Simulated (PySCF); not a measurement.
This PySCF input asks for the NMR shieldings of `N([Si@@H](C[SiH2]C)Cl)([SiH3])[SiH3]`, C2H14ClNSi4; the geometry comes from GFN2-xTB.

```python
import basis_set_exchange as bse
import numpy as np
from pyscf import gto, dft
from pyscf.prop import nmr

atoms = """
C     3.845075    1.141147    0.326244
Si    2.664857   -0.303025   -0.032759
C     0.876702    0.332506    0.082439
Si   -0.433078   -0.997199   -0.183669
Cl   -0.313794   -2.324790    1.328247
N    -2.045187   -0.347163   -0.195879
Si   -3.381265   -1.431717    0.128168
Si   -2.289487    1.357651   -0.484672
H     3.706524    1.956888   -0.377675
H     3.690883    1.541675    1.324261
H     4.880206    0.821784    0.258382
H     2.889807   -1.379076    0.936946
H     2.907388   -0.813918   -1.389814
H     0.728838    0.795336    1.058287
H     0.728775    1.121981   -0.652127
H    -0.222575   -1.747436   -1.425479
H    -3.067087   -2.718213   -0.489793
H    -4.565250   -0.840802   -0.487715
H    -3.547803   -1.566814    1.575342
H    -3.725666    1.588932   -0.590146
H    -1.728957    2.131210    0.626890
H    -1.609314    1.700429   -1.737113
"""
names = dict.fromkeys(["C", "Si", "Cl", "N", "H"], "pcSseg-1")
basis = {el: gto.basis.parse(bse.get_basis(n, elements=[el], fmt="nwchem")) for el, n in names.items()}
mol = gto.M(atom=atoms, basis=basis, charge=0, verbose=0)
mf = dft.RKS(mol, xc="PBE0")
mf.grids.level = 2
mf.grids.alignment = dft.numint.BLKSIZE   # the property module wants whole blocks of grid points
mf.conv_tol = 1e-9
mf.kernel()

calc = nmr.RKS(mf)   # GIAO
C = mf.mo_coeff
Co = C[:, mf.mo_occ > 0]
resp = mf.gen_response(singlet=True, hermi=2)
def vind(x):   # induced exchange potential for any number of trial vectors
    d = np.einsum("pi,xij,qj->xpq", C, 2 * x.reshape(-1, C.shape[1], Co.shape[1]), Co, optimize=True)
    return np.einsum("xpq,pi,qj->xij", resp(d - d.transpose(0, 2, 1)), C, Co, optimize=True).ravel()
mo1, _ = nmr.rhf.solve_mo1(calc, with_cphf=vind)
sigma = calc.kernel(mo1)
for i, s in enumerate(sigma):   # ppm
    print("%2d %-2s %9.2f" % (i, mol.atom_pure_symbol(i), np.trace(s) / 3))
```

Problem. Give the expected output.

Solution. 
```
 0 C     191.47
 1 Si    395.76
 2 C     182.58
 3 Si    349.63
 4 Cl    908.78
 5 N     257.85
 6 Si    396.49
 7 Si    399.51
 8 H      31.49
 9 H      31.47
10 H      31.46
11 H      27.32
12 H      27.43
13 H      31.28
14 H      31.36
15 H      26.18
16 H      26.90
17 H      27.07
18 H      26.88
19 H      27.02
20 H      26.88
21 H      26.94
```

These numbers come from an equivalent density-fitted implementation of the same equations, which agrees with the script to about 0.01 ppm for H and up to a few tenths of a ppm for heavy atoms, so last digits may differ.

Problem. Turn these shieldings into chemical shifts. Shifts are taken against calculated references (same method and geometry level): TMS for 13C (σ = 186.93 ppm), 29Si (σ = 349.16 ppm), 1H (σ = 31.72 ppm); 35Cl (σ = 949.78 ppm) against HCl; 15N (σ = 267.73 ppm) vs NH3.

Solution. Averaging equivalent atoms: C 2: 4.3; C 0: -4.5; Si 3: -0.5; Si 1: -46.6; Si 6/7: -48.8; Cl 4: 41; N 5: 9.9; H 15: 5.54; H 16/17/18/19/20/21: 4.77; H 11: 4.39; H 12: 4.28; H 13: 0.44; H 14: 0.35; H 8/9/10: 0.24 ppm. Experimental scales use liquid or dissolved standards, which lie at an offset from isolated NH3 (liquid NH3: subtract about 20 ppm).

Size and cost of the density-fitted run: 241 basis functions, 44 s wall time on 1 thread of an Arm Neoverse V2, shared host; peak memory 1.1 GiB.
